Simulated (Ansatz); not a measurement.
Ideal-gas functions of ClF$_{2}$ISi, SMILES `F[Si](F)(Cl)I` at 800 K and 1 bar, from an Ansatz frequency run at PBE0-D4/def2-TZVP.

Molar mass 228.44 g/mol, point group Cs (symmetry number 1), electronic degeneracy 1, moments of inertia 183.075, 549.49, 610.337 u Å². Harmonic wavenumbers (cm⁻¹, unscaled): 129, 175, 228, 245, 300, 422, 605, 902, 982.

Use S(trans) = R[1.5 ln M + 2.5 ln T − 1.1517]; rotational temperatures θ = 24.2544 K / I; S(rot) = R[ln(√π/σ · √(T³/θAθBθC)) + 1.5]; for each mode x = 1.438777 ν̃/T, S = R[x/(eˣ − 1) − ln(1 − e⁻ˣ)] and H = RT x/(eˣ − 1); 1 cm⁻¹ = 0.0119627 kJ/mol; R = 8.31446 J/(mol·K).

Task: By hand: the entropy, in J/(mol·K).

Result: Translation 197.1. Rotation: θ = 0.1325, 0.0441, 0.0397 K, giving 135.4. Vibration, mode by mode: 20.48, 17.96, 15.78, 15.20, 13.54, 10.80, 8.01, 5.15, 4.59, in all 111.5. Electronic 0.0. Sum 444.0 J/(mol·K).

Task: By hand: H − E and G − E in kJ/mol, counted from the electronic energy.

Result: Zero-point energy ½ × 3988 × 0.0119627 = 23.9; thermal vibration 40.5; translation, rotation and pV give 4 RT = 26.6. H − E = 91.0 kJ/mol, and G − E = 91.0 − 800 × 444.0/1000 = -264.2 kJ/mol.

Vibration gives 25 % of the entropy, 20.5 J/(mol·K) of it from the mode under 150 cm⁻¹: soft modes count most, and the harmonic formula is weakest for them.
